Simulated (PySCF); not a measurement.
Fractional electron number in Ge⁺ (germanium, charge +1)

The 4p alpha orbital of [Ar] 3d10 4s2 4p1 is emptied in steps (occupation f), with all orbitals relaxed, ending at [Ar] 3d10 4s2. Computed with PySCF 2.14 in aug-pcseg-2, with no relativity, point nucleus. The exact energy is a straight line in f; departures are measured from the line between the end points of the same method.

```tsv
f	UHF (eV)	LDA (eV)	PBE (eV)	PBE0 (eV)	r2SCAN (eV)	LC-wPBE (eV)	BHandHLYP (eV)	wB97X (eV)	M06-2X (eV)	HSE06 (eV)
1	0.000	0.000	0.000	0.000	0.000	0.000	0.000	0.000	0.000	0.000
0.8	0.052	-0.671	-0.650	-0.473	-0.617	-0.057	-0.320	-0.114	-0.300	-0.544
0.6	0.077	-1.009	-0.974	-0.707	-0.917	-0.082	-0.479	-0.174	-0.436	-0.814
0.4	0.076	-1.011	-0.972	-0.703	-0.903	-0.076	-0.478	-0.177	-0.409	-0.812
0.2	0.050	-0.673	-0.646	-0.465	-0.587	-0.046	-0.318	-0.121	-0.250	-0.539
0	0.000	0.000	0.000	0.000	0.000	0.000	0.000	0.000	0.000	0.000
```

| method | E(f=0) − E(f=1) (eV) | −ε at f=1 (eV) | −ε at f=0.4 (eV) |
| --- | --- | --- | --- |
| UHF | 15.257 | 15.584 | 15.190 |
| LDA | 15.911 | 11.733 | 16.752 |
| PBE | 15.780 | 11.727 | 16.604 |
| PBE0 | 15.811 | 12.845 | 16.422 |
| r2SCAN | 15.987 | 12.110 | 16.828 |
| LC-wPBE | 15.959 | 15.585 | 16.052 |
| BHandHLYP | 15.741 | 13.742 | 16.144 |
| wB97X | 15.695 | 14.986 | 15.825 |
| M06-2X | 15.645 | 13.737 | 16.156 |
| HSE06 | 15.823 | 12.425 | 16.512 |

Orbital energy along the path (eV):

```tsv
f	UHF	LDA	PBE	PBE0	r2SCAN	LC-wPBE	BHandHLYP	wB97X	M06-2X	HSE06
1	-15.584	-11.733	-11.727	-12.845	-12.110	-15.585	-13.742	-14.986	-13.737	-12.425
0.8	-15.448	-13.383	-13.342	-14.043	-13.695	-15.757	-14.543	-15.259	-14.552	-13.786
0.6	-15.317	-15.060	-14.973	-15.239	-15.278	-15.915	-15.345	-15.536	-15.381	-15.151
0.4	-15.190	-16.752	-16.604	-16.422	-16.828	-16.052	-16.144	-15.825	-16.156	-16.512
0.2	-15.067	-18.442	-18.218	-17.576	-18.285	-16.156	-16.937	-16.133	-16.651	-17.859
0	-14.949	-20.101	-19.793	-18.686	-19.485	-16.209	-17.725	-16.468	-17.303	-19.158
```

Reference removal energy between the ground levels: 15.935 eV (measured; NIST Atomic Spectra Database, ionization energies). The calculation has no spin-orbit coupling. UHF lacks correlation.
